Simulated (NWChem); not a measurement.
Molecule: silanone (SiH$_{2}$O); SMILES [SiH2]=O

```xyz
4

Si     0.0000     0.0000    -0.4472
O      0.0000     0.0000     1.1052
H      0.0000    -1.2480    -1.2907
H      0.0000     1.2480    -1.2907
```
Atoms are numbered in this order, from 1.

All runs: NWChem. Geometry: optimised at PBE-D3(BJ)/def2-SVP. Vertical excitations in the gas phase; the lowest state need not have the same character in each row.

```csv
level,"lowest excitation, singlet (eV)",oscillator strength of that lowest state,"lowest state with f > 0.02, singlet (eV)",orbital gap (eV)
"PBE/def2-SVP, TDA",3.76,0.000,6.06,3.58
"B3LYP/def2-SVP, TDA",3.91,0.000,6.38,5.54
"PBE0/def2-SVP, TDA",[?],0.000,6.42,[?]
"LRC-wPBEh/def2-SVP, TDA",4.01,0.000,6.50,9.61
```

Task: Complete the blanks.

Result: 
- PBE0/def2-SVP, TDA, lowest excitation, singlet (eV): 3.96
- PBE0/def2-SVP, TDA, orbital gap (eV): 6.01
